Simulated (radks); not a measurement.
Values are calculated unless marked as measured or tabulated.
Question: Species: the sulfur ion S4+. Configuration: [He] 2s1 2p6 3s2 3d1 (not the ground configuration). Code: a radial shooting solver on a logarithmic mesh with Libxc functionals. Model: non-relativistic Kohn-Sham, r2SCAN, spin-polarised, spherical densities, point nucleus; open shells are filled with parallel spins first; meta-GGA in the generalised Kohn-Sham scheme. Some entries of the table are withheld. Estimate them.

orbital  occ.  eigenvalue (eV)  <r> (bohr)
1s up       1        -2510.459     0.09719
1s down     1        -2508.148     0.09727
2s up       1        -300.1886      0.4675
2s down     0        -294.0834      0.4683
2p up       3        -245.6715      0.4267
2p down     3        -240.5547      0.4264
3s up       1         -72.6791         (1)
3s down     1         -70.7736         (2)
3d up       1         -40.6821       1.597
3d down     0         -37.9946       1.581

Answer: 
(1) 3s up <r> (bohr): 1.404
(2) 3s down <r> (bohr): 1.411
